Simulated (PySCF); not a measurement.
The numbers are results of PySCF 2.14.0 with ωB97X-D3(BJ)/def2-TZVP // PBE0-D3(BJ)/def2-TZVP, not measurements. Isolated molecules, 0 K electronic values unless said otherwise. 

Reference species (SMILES): `F[C](F)F` (neutral, multiplicity 2).

The dipole moment is 0.23 D.

Changed species: `Cl[C](Cl)Cl` (radical fragment; the reference has radical fragment).

Give the shifts of the dipole moment.

the dipole moment falls by 0.09 D, to 0.14 D.
